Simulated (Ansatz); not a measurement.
Mulliken charges of `O=C1N[SiH2]1` from PBE/def2-TZVPP in Ansatz (PBE0-D4/def2-TZVP geometry).

```json
{"atom": "O1", "x (Å)": "-1.110", "y (Å)": "-1.979", "z (Å)": "0.119", "charge (e)": "-0.240"}
{"atom": "C2", "x (Å)": "-0.528", "y (Å)": "-0.939", "z (Å)": "0.044", "charge (e)": "0.152"}
{"atom": "N3", "x (Å)": "0.529", "y (Å)": "-0.345", "z (Å)": "0.652", "charge (e)": "-0.212"}
{"atom": "Si4", "x (Å)": "-0.072", "y (Å)": "0.781", "z (Å)": "-0.532", "charge (e)": "0.252"}
{"atom": "H5", "x (Å)": "1.136", "y (Å)": "-0.682", "z (Å)": "1.389", "charge (e)": "0.149"}
{"atom": "H6", "x (Å)": "-0.696", "y (Å)": "2.027", "z (Å)": "-0.023", "charge (e)": "-0.051"}
{"atom": "H7", "x (Å)": "0.803", "y (Å)": "1.069", "z (Å)": "-1.695", "charge (e)": "-0.051"}
```

Task: By hand: the dipole of these point charges (1 e Å = 4.8032 D).

Result: Σ q r = (0.220, 0.343, 0.000) e Å, of length 0.407 e Å = 1.95 D.

Task: How does the dipole of the full density compare? (An estimate is asked.)

Result: Ansatz gave: (0.444, 0.536, 0.091) e Å, 3.37 D; the point charges give 0.58 times that, at 10° from its direction.

Point charges leave out the atoms' own dipoles, such as those of lone pairs, and Mulliken's split depends on the basis, so the two needn't agree.
